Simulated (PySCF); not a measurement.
Species: C7H13P2 (charge +1).
Geometry (GFN2-xTB, Å), atoms numbered from 1 in this order:
```
atom  x, y, z in Å
C1     2.1380   -0.6784   -2.4509
C2     1.6539    0.1758   -1.5504
C3     0.6569   -0.1441   -0.5541
C4     0.2610    0.7116    0.4194
C5     0.6831    2.1104    0.7169
P6    -0.9767   -0.0519    1.4654
P7    -2.5841    1.2790    2.0172
C8    -1.1990   -1.5228    0.3962
C9     0.0218   -1.5129   -0.5398
H10    1.8311   -1.7083   -2.5138
H11    2.8832   -0.3649   -3.1606
H12    2.0276    1.1892   -1.5375
H13    1.2414    2.5466   -0.1058
H14   -0.1922    2.7342    0.9130
H15    1.3128    2.1371    1.6073
H16   -0.3691   -0.4698    2.6455
H17   -3.3871    0.2197    2.4575
H18   -3.0991    1.2414    0.7130
H19   -1.2815   -2.4416    0.9779
H20   -2.1249   -1.3960   -0.1727
H21    0.7690   -2.2323   -0.1973
H22   -0.2765   -1.8027   -1.5472
```

IAO charges (e) from the PBE0/pcSseg-1 density (PySCF), one withheld:

| atom | bonded to | charge |
| --- | --- | --- |
| C1 | C2 H10 H11 | -0.2485 |
| C2 | C1 C3 H12 | ? |
| C3 | C2 C4 C9 | +0.0536 |
| C4 | C3 C5 P6 | -0.2401 |
| C5 | C4 H13 H14 H15 | -0.4289 |
| P6 | C4 P7 C8 H16 | +0.8065 |
| P7 | P6 H17 H18 | +0.1107 |
| C8 | P6 C9 H19 H20 | -0.4528 |
| C9 | C8 C3 H21 H22 | -0.2695 |
| H10 | C1 | +0.1611 |
| H11 | C1 | +0.1862 |
| H12 | C2 | +0.1626 |
| H13 | C5 | +0.1746 |
| H14 | C5 | +0.1584 |
| H15 | C5 | +0.1747 |
| H16 | P6 | +0.0209 |
| H17 | P7 | +0.0351 |
| H18 | P7 | +0.0300 |
| H19 | C8 | +0.1896 |
| H20 | C8 | +0.1826 |
| H21 | C9 | +0.1762 |
| H22 | C9 | +0.1756 |

Task: What is the charge on C2?

Result: The charges add up to the total charge, 1. The others sum to +1.1586, which leaves -0.1586 e for C2 (alkene CH carbon).

Task: Add each hydrogen's charge to the atom that carries it.

Result: C1 +0.0988, C2 +0.0040, C5 +0.0788, P6 +0.8274, P7 +0.1758, C8 -0.0806, C9 +0.0823. Atoms without hydrogen keep their charges.

Task: Across which bond do the charges differ most?

Result: P6–C8: +0.8065 on P6 against -0.4528 on C8, a difference of 1.2593 e. The lower charge is on the more electronegative element of the two (Pauling values: C 2.55, P 2.19).

Task: Take the bonds between elements whose Pauling electronegativities differ by more than 0.25. In how many does the more electronegative atom carry the lower charge?

Result: In 12 of 12.

Task: How much positive and how much negative charge does this set hold in all?

Result: +2.7984 e on 16 atoms and -1.7984 e on 6.

The IAO scheme counts the electrons in orthogonalised intrinsic atomic orbitals, a minimal basis polarised so that it spans the occupied orbitals exactly. One conformer (not necessarily the lowest) at the GFN2-xTB geometry, without solvent, vibrations or thermal averaging. GFN2-xTB frequencies show an imaginary mode (27i cm⁻¹), so this geometry is no minimum at that level.

These values come from a run that also computed NMR shieldings. The run took 47 s of wall time on one thread of an Arm Neoverse V1, shared host, and the process peaked at 0.97 GiB of memory.
